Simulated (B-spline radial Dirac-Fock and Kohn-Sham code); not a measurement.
K-line shifts caused by a second vacancy in Ne

System: atomic neon, configuration [He] 2s2 2p6.

Calculated with a radial finite-basis atomic code, using multi-electron Dirac-Fock with separately optimised hole states, Breit and Lamb-shift corrections added in first order. Each two-hole energy is an average over J within one jj subconfiguration, not an observable level; in light atoms, where LS coupling holds, the j-resolved values are not observed lines, and for a K spectator the Kα1 hypersatellite is nearly forbidden. Correlation energy is missing from these numbers.

Lines without a spectator: Kα2 (K-L2) 849.5 eV, Kα1 (K-L3) 849.5 eV. Shifts in eV with one spectator hole (a dash: not computed, or left out as unreliable):

```
spectator hole    Kα2    Kα1
    L2 (2p1/2)  +4.08  +5.52
    L3 (2p3/2)  +5.45  +5.00
```

Question: Where does the K-L3 hypersatellite lie, emitted when both K electrons are missing?

Answer: +97.1 eV from the normal line, at 946.6 eV. Removing both K electrons costs 1862.1 eV, which is 123.5 eV more than twice the K binding energy. In light atoms the observed hypersatellite is the ¹S₀ → ¹P₁ component, which lies below this average, and the triplet component is nearly forbidden.

With n spectator holes in 2p, averaged over the 2p shell (energies in eV):

```tsv
n	KαLⁿ	step	hypersatellite KαʰLⁿ
0	849.5	–	946.6
1	854.7	+5.2	953.5
2	861.6	+6.9	961.9
3	870.1	+8.5	971.9
4	880.1	+10.1	983.4
5	891.7	+11.6	996.3
```
